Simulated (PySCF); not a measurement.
Compound: C₅H₇O₂S (doublet state).
Structure used (GFN2-xTB), in Å, numbered top down from 1:
```xyz
15
C5H7O2S angstrom
C     -2.9824   -0.3387    0.1501
C     -1.9114   -1.0570    0.1551
C     -0.5412   -1.1562   -0.0792
S      0.1448    0.5530   -0.7473
O     -0.3738    0.7446   -2.0768
O     -0.1397    1.5630    0.2380
C      1.9418    0.3458   -0.8622
C      2.7037    0.7726    0.1209
H     -3.9451   -0.7225    0.4522
H     -2.9739    0.7052   -0.1588
H     -0.2723   -1.8414   -0.8786
H      0.0557   -1.3167    0.8150
H      2.2610   -0.1873   -1.7392
H      3.7734    0.6362    0.1408
H      2.2550    1.3073    0.9423
```

The hyperfine couplings belong to this conformer and change with its torsions.

Identity: `C=[C]CS(=O)(=O)C=C` [radical].

Method used: UKS B3LYP, pcH-1 on C H O S, non-relativistic, mean-field spin-orbit, GIAO (PySCF 2.14.0). One conformer (not necessarily the lowest) at the GFN2-xTB geometry, without solvent, vibrations or thermal averaging. The geometry wasn't refined by DFT: couplings that depend on bond lengths, twists or pyramidal angles can differ widely from those at the functional's own minimum. The SCF solution wasn't tested for stability.

Computed for the main isotopes (class means, splittings of 0.05 mT or more): g = 2.0026; H10 1H +173.3 MHz (6.18 mT); H9 1H +119.0 MHz (4.25 mT); H11/H12 1H +33.3 MHz (1.19 mT); H14 1H +5.0 MHz (0.18 mT); H15 1H +2.2 MHz (0.08 mT); 48 first-order lines, 13.06 mT wide.

(1) What changes when 1H at H11/H12 is replaced by 2H at both sites?

(2) Give position and intensity of the satellites from 13C at C2.

(3) Give position and intensity of the satellites from 33S at S4.

(4) Where do the 13C satellites of C7 appear, and how strong are they?

Answers

(1) At a fixed geometry a is proportional to g_N: 0.85744/5.58569 = 0.1535, so a goes from +33.3 to +5.1 MHz (0.182 mT). The spin goes from 1/2 to 1, so the 1:2:1 triplet becomes a 1:2:3:2:1 quintet. The spectrum then has 80 first-order lines over 11.41 mT.

(2) a = +204.4 MHz, or 7.29 mT in magnitude, and I = 1/2, so to first order each main line has two satellites, at ±3.65 mT. The isotope's abundance is about 1.07 %, shared among 2 lines, so each has 0.54 % of the main line's intensity. At 340 mT second-order shifts move them to lower field by up to 0.04 mT.

(3) a = +101.4 MHz, or 3.62 mT in magnitude, and I = 3/2, so to first order each main line has four satellites, at ±1.81, ±5.43 mT. The isotope's abundance is about 0.76 %, shared among 4 lines, so each has 0.19 % of the main line's intensity. At 340 mT second-order shifts move them to lower field by up to 0.07 mT.

(4) a = +34.4 MHz, or 1.23 mT in magnitude, and I = 1/2, so to first order each main line has two satellites, at ±0.61 mT. The isotope's abundance is about 1.07 %, shared among 2 lines, so each has 0.54 % of the main line's intensity.

Means are taken over nuclei equivalent by connectivity, which assumes that they swap fast.
